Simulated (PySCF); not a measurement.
SMILES C=C[SiH2][SiH2]N (C2H9NSi2), GFN2-xTB optimised geometry.

```
14

C      1.64     1.02    -2.43
C      2.34     0.34    -1.54
Si     1.60    -0.47     0.00
Si    -0.70    -0.47     0.00
N     -1.21     1.19     0.00
H      2.10     1.47    -3.30
H      0.58     1.15    -2.33
H      3.41     0.24    -1.69
H      2.14    -1.83     0.06
H      2.20     0.23     1.15
H     -1.26    -1.25     1.13
H     -1.35    -1.01    -1.20
H     -2.20     1.39    -0.06
H     -0.78     1.83     0.64
```

Density from CAM-B3LYP/def2-TZVP (PySCF) at that geometry.

Minimum of the electron density along straight lines between bonded atoms, close to the bond critical point (lines longer than 1.1 times the sum of covalent radii, or with two minima, are not listed):

```
bond     length / Å  ρ at the minimum / e bohr⁻³  ∇²ρ there / e bohr⁻⁵  position (fraction from the first atom)
-------  ----------  ---------------------------  --------------------  ---------------------------------------
C1–C2         1.324                          ___                 -1.12                                     0.51
C2–Si3        1.886                        0.119                  0.18                                     0.61
Si3–Si4       2.304                        0.103                 -0.20                                     0.50
Si4–N5        1.729                        0.131                   ___                                     0.40
C1–H6         1.081                        0.287                 -1.03                                     0.65
C1–H7         1.079                        0.290                 -1.05                                     0.65
C2–H8         1.085                        0.282                 -0.99                                     0.64
Si3–H9        1.473                        0.122                  0.18                                     0.49
Si3–H10       1.476                        0.121                  0.17                                     0.49
Si4–H11       1.479                        0.123                   ___                                     0.49
Si4–H12       1.468                        0.125                  0.18                                     0.49
N5–H13        1.008                        0.336                 -1.64                                     0.74
N5–H14        1.007                        0.337                 -1.64                                     0.73
```

Fill in the missing entries.


- C1–C2, ρ at the minimum / e bohr⁻³: 0.359
- Si4–N5, ∇²ρ there / e bohr⁻⁵: 0.54
- Si4–H11, ∇²ρ there / e bohr⁻⁵: 0.16
